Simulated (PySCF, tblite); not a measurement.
Species: C₅H₇ClFO (doublet state).
SMILES with atom numbers: `[F:1]/[CH:2]=[CH:3]/[CH2:4][O:5][CH2:6][CH:7][Cl:8]` (hydrogens: H9 on C2; H10 on C3; H11, H12 on C4; H13, H14 on C6; H15 on C7)

Jobs on this species (15 atoms, 71 electrons) with PySCF (density fitting) and tblite. Hardware of each: one thread of an Arm Neoverse N1, shared host. Other jobs ran on the host; a repeat could differ by tens of per cent or more.

```
                                                           level and settings                                                               work  basis functions  SCF cycles  wall time
UKS B3LYP, pcH-1 on C Cl F H O, non-relativistic, mean-field spin-orbit, GIAO  unrestricted SCF, g, hyperfine, density and orbital grids written              280           ?          ?
                                                                     GFN2-xTB                                                  L-BFGS relaxation                –           –     0.89 s
                                                                     GFN2-xTB                                      Hessian by finite differences                –           –     0.76 s
```

Q: Fill in the missing figures.

A: 
- UKS B3LYP, pcH-1 on C Cl F H O, non-relativistic, mean-field spin-orbit, GIAO; unrestricted SCF, g, hyperfine, density and orbital grids written: 2.3 min, 13 SCF cycles

Q: What do all jobs in the table cost together?

A: About 2.3 min; the longest takes about 99 % of that, and about 180 times as long as the shortest.
